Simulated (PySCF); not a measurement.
**How methods differ on the excitation energy of Se⁺**

Se⁺ [Ar] 3d10 4s2 4p3 (4S) → Se⁺ [Ar] 3d10 4s1 4p4 (4P), as a difference of total energies. All numbers are calculated (PySCF 2.14, the spin-free X2C one-electron Hamiltonian (Gaussian nucleus), in x2c-TZVPPall (6s5p4d1f, 48 functions)). Correlated levels: valence: [Ar] 3d10 frozen; valence and next inner shell: [Ne] frozen. The calculations carry no spin-orbit coupling.

| method | excitation energy (eV) |
| --- | --- |
| UHF | 10.911 |
| PBE | 11.228 |
| PBE0 | 11.202 |
| r2SCAN | 10.926 |
| MN15 | 10.821 |
| wB97X | 11.542 |
| M06-L | 11.221 |
| ROHF | 11.008 |
| MP2 (valence) | 10.910 |
| SCS-MP2 (valence) | 10.910 |
| MP2 (valence and next inner shell) | 11.058 |
| SCS-MP2 (valence and next inner shell) | 11.024 |

Estimate what LDA gives.

11.369 eV, closest to PBE among the rows shown.

Estimate what PW91 gives.

11.231 eV, closest to PBE among the rows shown.

Errors of the correlated levels include the incompleteness of this basis and the frozen core.

For comparison: 10.523 eV (measured; NIST levels, between the centres of gravity of the two terms).
